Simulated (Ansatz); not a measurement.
A trace of molecular dynamics of a periodic cell of 33 atoms, H20CO12 (contents 10 H2O + 1 CO2, density as packed 1.02 g/cm³ with natural masses).

The calculation used Ansatz, DFT r2SCAN-D3(BJ), scalar-relativistic, plane waves, PAW. Settings: cutoff 500 eV, k mesh 1x1x1, fermi-dirac smearing 0.05 eV, no spin polarisation.

```json
{
 "ensemble": "NVE (velocity Verlet)",
 "starting velocities drawn for": "350 K",
 "seed": "238070"
}
```

```csv
time (fs),T (K),potential energy less start (eV),conserved less start (meV/atom)
0.0,350,0.000,0.00
1.5,318,0.139,0.18
3.0,306,0.183,0.02
4.5,274,0.317,0.15
6.0,255,0.397,0.07
7.5,243,0.448,0.16
9.0,254,0.399,0.06
10.5,261,0.372,0.06
12.0,253,0.406,0.09
13.5,250,0.422,0.22
15.0,282,0.280,-0.01
16.5,283,0.281,0.11
18.0,288,0.260,0.13
19.5,310,0.165,-0.01
21.0,296,0.228,0.10
22.5,285,0.274,0.19
24.0,306,0.182,0.02
25.5,294,0.231,-0.01
27.0,261,0.377,0.26
28.5,278,0.298,-0.07
30.0,253,0.404,0.11
```

**Question.** Is this trajectory sound?

**Answer.** The conserved energy stayed within 0.26 meV per atom of its start (net change 0.11 meV per atom), so the integration is sound. A run of 0.03 ps of so small a system gives no equilibrium averages. Limits of this set-up: coarse k mesh. The time step was 0.75 fs.

Run time: 19 min on 1 thread of Arm Neoverse V1, on a shared host, peak memory 1.1 GiB.
